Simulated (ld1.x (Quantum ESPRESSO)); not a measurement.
**strontium (Sr): excitation energies, all-electron against PAW**

- Element: Sr (Z = 38)
- Generator: ld1.x (Quantum ESPRESSO) 7.5
- Type: PAW
- Functional: PBE
- Relativity: fully relativistic
- Frozen core: [Ar] 3d10
- Valence charge: 10
- Reference configuration: 4s2 4p6 4d0 5s2 5p0
- Partial waves: 4s (bound): rcut 1.75, rcutus 2.05 bohr; 5s (bound): rcut 1.75, rcutus 2.05 bohr; 4p (bound): rcut 2.10, rcutus 2.25 bohr; 5p (bound, empty): rcut 2.10, rcutus 2.25 bohr; 4d (bound, empty): rcut 2.90, rcutus 3.40 bohr; 4d channel at 0.3 Ry: rcut 2.90, rcutus 3.40 bohr; 4f channel at -0.2 Ry: rcut 2.55, rcutus 3.50 bohr
- Local potential: all-electron potential smoothed inside 1.80 bohr (lloc = -1)
- Core correction: a·sin(br)/r model core inside 1.40 bohr
- Augmentation charge: BESSEL, radius 1.45 bohr

Open shells are filled in proportion to 2j + 1 (rel_dist='average').

Energies are relative to the spin-unpolarised reference configuration 4s2 4p6 4d0 5s2 5p0; without spin polarisation the order of configurations can differ from experiment.

| valence configuration | charge | ΔE all-electron (eV) | error AE − PS (meV) |
| --- | --- | --- | --- |
| 4s2 4p6 4d0 5s1 5p0 | +1 | 5.885 | -0.1 |
| 4s2 4p6 4d0 5s0 5p0 | +2 | 16.891 | -0.1 |
| 4s2 4p6 4d0 5s1.5 5p0 | +0.5 | 2.339 | 0.0 |
| 4s2 4p5 4d0 5s2 5p0 | +1 | 28.324 | -15 |
| 4s2 4p6 4d0 5s1 5p1 | 0 | 2.298 | -0.2 |
| 4s2 4p6 4d1 5s0 5p0 | +1 | 7.649 | -19 |

(1) What are ΔE and the potential's error for 4s2 4p6 4d0.5 5s1.5 5p0?

Levels in the configuration 4s2 4p5 4d0 5s2 5p0:

```
   level  all-electron (eV)  pseudo (eV)
4s j=1/2            -52.724      -52.769
4p j=1/2            -34.926      -34.966
4p j=3/2            -33.672      -33.710
5s j=1/2            -10.001      -10.002
```

The ghost test of this file was not conclusive.

Answers

(1) ΔE = 1.146 eV all-electron; the error (AE − PS) is -0.5 meV.
